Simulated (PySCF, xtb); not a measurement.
Cl2H2O2Sn, SMILES [OH][Sn]([OH])([Cl])[Cl]. The values are those of a single conformer.

Harmonic wavenumbers (cm⁻¹) from GFN2-xTB in xtb at its own minimum, in rising order: 91, 94, 112, 131, 146, 163, 208, 288, 355, 444, 492, 797, 843, 3580, 3631.

What does PBE-D3(BJ)/def2-SVP in PySCF give at its own minimum? (The exact figures need the calculation; the answer reports its results.)

55, 93, 112, 134, 150, 161, 204, 355, 381, 597, 619, 867, 889, 3685, 3689. Paired by order, the mean absolute difference is 47 cm⁻¹ and the zero-point energies are 16.3 and 17.1 kcal/mol.
